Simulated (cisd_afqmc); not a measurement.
Input (AFQMC/CISD/def2-SVP; cisd_afqmc is a phaseless AFQMC code with CISD trial states that reads the integrals written by Ansatz):

Ansatz 0.2 input:
```python
import cisd_afqmc

open("ham.yaml", "w").write("""\
crystal:
  periodic: [false, false, false]
  atoms:
    - {symbol: Li, position_ang: [-0.00000000, -0.00000000, -1.25868851]}
    - {symbol: O, position_ang: [0.00000000, 0.00000000, 0.31385345]}
    - {symbol: H, position_ang: [0.00000000, 0.00000000, 1.26523792]}
basis:
  gaussian:
    orbitals: def2-SVP
magnetization: {spin_polarized: false}
correlation: {method: ccsd, electrons: outside_noble_gas, hamiltonian_folder: ham}
""")
rep = cisd_afqmc.ansatz("ham.yaml")
e_ccsd = rep["correlation"]["coupled_cluster"]["energy"]["hartree"]
out = cisd_afqmc.run("ham", e_ccsd, trial="CISD", walkers=200, populations=8, threads=8, dt=0.005, steps=40, early=24, settle=10, least=32,
    cut=5e-5, rank_cut=2e-4, target=0.0004, seconds=1500, seed=1, memory=17280, gpu=False)
```

Output:

```
orbitals 26, occupied [4], factors 126 of 310, rank of the doubles 54 of 88
E(HF) = -82.848056
E(CCSD) on the cut factors = -83.058486, shift to the whole factors -0.000006
Energy of the trial state on the determinant = -83.058532
  tau behind 7.2 of longer steps, mean of the populations' last blocks
   2.0  -83.06321
   4.0  -83.06302
   6.0  -83.06283
   8.0  -83.06292
blocks 367 (2 outliers left out), error by blocks joined: 1: 0.00013, 2: 0.00015, 4: 0.00018, 8: 0.00018, 16: 0.00020
E(AFQMC/CISD) = -83.06304 +/- 0.00020
```
